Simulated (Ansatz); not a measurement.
Frontier orbitals of `BC(C)CC`.

```xyz
16

B     0.086    0.958   -1.366
C     0.132   -0.319   -0.482
C    -1.006   -1.158   -1.107
C    -0.099   -0.102    1.007
C     1.015    0.695    1.663
H    -0.582    1.899   -1.033
H     0.620    0.986   -2.439
H     1.064   -0.880   -0.631
H    -1.101   -2.106   -0.570
H    -0.825   -1.388   -2.160
H    -1.971   -0.646   -1.032
H    -1.054    0.419    1.146
H    -0.203   -1.072    1.511
H     1.980    0.193    1.546
H     1.104    1.689    1.214
H     0.840    0.831    2.733
```

Charge 0, multiplicity 1. Geometry: relaxed with PBE0-D4/def2-TZVP. It is one conformer, not always the lowest. Basis def2-TZVPP, Ansatz.

| functional | HOMO (eV) | LUMO (eV) |
| --- | --- | --- |
| LC-ωPBE | -11.09 | 1.13 |

Task: Give HOMO and LUMO (eV) with LDA (SPW92), PBE, revPBE, BLYP, r2SCAN, B97M-V, PBE0, B3LYP, r2SCANh, r2SCAN0, HSE06 (plane-wave form), BHLYP, CAM-B3LYP, ωB97X-V, ωB97M-V, HF. (Estimate.)

Result: Ansatz gave: 
```tsv
functional	HOMO	LUMO
LDA (SPW92)	-7.06	-2.54
PBE	-6.99	-2.22
revPBE	-6.95	-2.08
BLYP	-6.92	-2.07
r2SCAN	-7.25	-1.82
B97M-V	-7.41	-1.97
PBE0	-8.32	-1.19
B3LYP	-8.15	-1.43
r2SCANh	-7.75	-1.47
r2SCAN0	-8.49	-0.96
HSE06 (plane-wave form)	-7.92	-1.58
BHLYP	-9.63	-0.15
CAM-B3LYP	-9.76	-0.11
ωB97X-V	-10.76	0.98
ωB97M-V	-10.64	0.70
HF	-11.61	2.28
```

B3LYP here is the variant with VWN-RPA as its local correlation; programs differ in this. LC-ωPBE has ω = 0.4 bohr⁻¹. Positive LUMOs are unbound and depend on the basis.
